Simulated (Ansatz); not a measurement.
Molecule: KF, net charge 1, doublet state. 
Geometry from a B3LYP-D3(BJ)/def2-TZVP (Ansatz, a program for electronic structure) optimisation:
```
K
F 1 3.0042
```
Charge +1, spin multiplicity 2.

Basis-set convergence of Hartree-Fock and CCSD(T) correlation energies (hartree) with Ansatz. Valence correlation only, unless marked. Open shells are spin-unrestricted. Spin-orbit coupling is left out. Frozen are the shells of the preceding noble gas and the d and f shells that filled before the atom's block. The outer core of K, Ca and their heavier congeners is not correlated, a term that matters for these elements. No relativistic terms.

```
basis       functions       E(HF)  E(corr, CCSD(T))
----------  ---------  ----------  ----------------
def2-SVP           38  -698.21959          -0.15190
def2-TZVPP         64  -698.42017          -0.21338
def2-QZVPP        127  -698.43559          -0.23526
```

Extrapolating the two largest sets (X = 3 and 4) as X^-3: E(corr) = (64·(-0.23526) - 27·(-0.21338))/37 = -0.2512 Eh, an estimate of the basis-set limit. The largest set recovers 93.6 % of it, the smallest 60.5 %.
